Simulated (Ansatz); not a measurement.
System: CH2N (charge -1, singlet). It need not be the lowest isomer of its formula. Whether it binds its extra electron was not tested at this geometry. 
Structure (B3LYP-D3(BJ)/def2-TZVP (Ansatz, a quantum-chemistry and plane-wave program) minimum search):
```xyz
4

C     -0.7014     0.0944     0.0076
N      0.5327    -0.3221    -0.0342
H     -0.7601     1.2427     0.1381
H      1.2390     0.4451     0.0563
```
Charge -1, spin multiplicity 1.

Basis-set convergence of Hartree-Fock and MP2 correlation energies (hartree) with Ansatz. Valence correlation only, unless marked. Spin-orbit coupling is left out. No relativistic terms.

```json
[
 {"basis": "def2-SVPD", "functions": "56", "E(HF)": "-93.29409", "E(corr, MP2)": "-0.32370"},
 {"basis": "def2-TZVPPD", "functions": "108", "E(HF)": "-93.40267", "E(corr, MP2)": "-0.38139"},
 {"basis": "def2-QZVPPD", "functions": "192", "E(HF)": "-93.40741", "E(corr, MP2)": "-0.40555"}
]
```

Extrapolating the two largest sets (X = 3 and 4) as X^-3: E(corr) = (64·(-0.40555) - 27·(-0.38139))/37 = -0.4232 Eh, an estimate of the basis-set limit. The largest set recovers 95.8 % of it, the smallest 76.5 %.
